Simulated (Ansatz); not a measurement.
One change: `[CH3][Al]([CH3])[BH][SiH3]` becomes `[CH3][Al]([CH3])[SnH3]`.

Ansatz, PBE0-D4/def2-TZVP geometries, multiplicity 1. Each molecule was computed in one conformer, which needn't be the lowest.

Elements past krypton have def2 core potentials.

```tsv
property	`[CH3][Al]([CH3])[BH][SiH3]`
HOMO–LUMO gap (ωB97M-V/def2-TZVPP) / eV	8.38
HOMO–LUMO gap (B3LYP/def2-TZVPP) / eV	4.01
LUMO energy (PBE0/def2-TZVPP) / eV	-2.53
HOMO energy (PBE0/def2-TZVPP) / eV	-6.88
HOMO energy (PBE/def2-TZVPP) / eV	-5.75
LUMO energy (PBE/def2-TZVPP) / eV	-3.46
```

What does the change do to each property? (An estimate is asked.)

Computed: 
| property | `[CH3][Al]([CH3])[SnH3]` | shift |
| --- | --- | --- |
| HOMO–LUMO gap (ωB97M-V/def2-TZVPP) / eV | 9.00 | 0.62 |
| HOMO–LUMO gap (B3LYP/def2-TZVPP) / eV | 5.07 | 1.06 |
| LUMO energy (PBE0/def2-TZVPP) / eV | -1.53 | 1.00 |
| HOMO energy (PBE0/def2-TZVPP) / eV | -6.97 | -0.09 |
| HOMO energy (PBE/def2-TZVPP) / eV | -5.95 | -0.20 |
| LUMO energy (PBE/def2-TZVPP) / eV | -2.26 | 1.20 |

With PBE0 the HOMO falls by 0.09 eV and the LUMO rises by 1.00 eV, so the gap widens by about 1.09 eV. PBE moves the HOMO by -0.20 eV and ωB97M-V by 0.04 eV.

B3LYP here is the variant with VWN-RPA as its local correlation; programs differ in this.
